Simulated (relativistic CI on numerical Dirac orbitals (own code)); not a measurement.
Computed by Dirac-Coulomb-Breit CI, KLI orbitals optimised for each configuration, model QED (radiative potential, 1s self-energy scaled to tabulated hydrogen-like ionisation energies), unscaled Slater integrals (own radial code, finite nucleus).

The strongest absorption lines from the ground level of an ion, among the configurations computed and to levels below about 167 eV (vacuum wavelength in nm, gf): 9.4583 (0.74), 9.4733 (1.3), 9.4971 (0.84), 9.6061 (0.33), 9.6089 (0.43), 9.6683 (0.54), 9.6819 (0.21), 9.9127 (0.34).

(1) Which ion is it?
A. Br XIII
B. Rb XV
C. Rb XVII
D. Y XVII

Answers

(1) B. Rb XV has 23 electrons and the ground level 3s2 3p6 3d5 6S_5/2; the strongest line goes to 3s2 3p5 3d6 6P°_7/2. The pattern of lines fixes the number of electrons, and along that sequence the line energies rise steadily with the charge (about as its square where n changes within one kind of shell, about linearly where n is kept but much faster in heavy ions where fine structure, which grows about as Z⁴, sets the gap, and irregularly where shells cross), which fixes Z. Configurations outside the model, such as inner-shell arrays, can give stronger lines. At this charge energies of transitions that change n are usually good to better than 1 %, and those within a shell (Δn = 0) to a few per cent. Terms inside the open d or f shell come out 10 to 20 % too wide with unscaled integrals.

LS names give the leading component of a level, which can be under half, so a name can repeat, a term be missing and a line seem to break the LS rules.
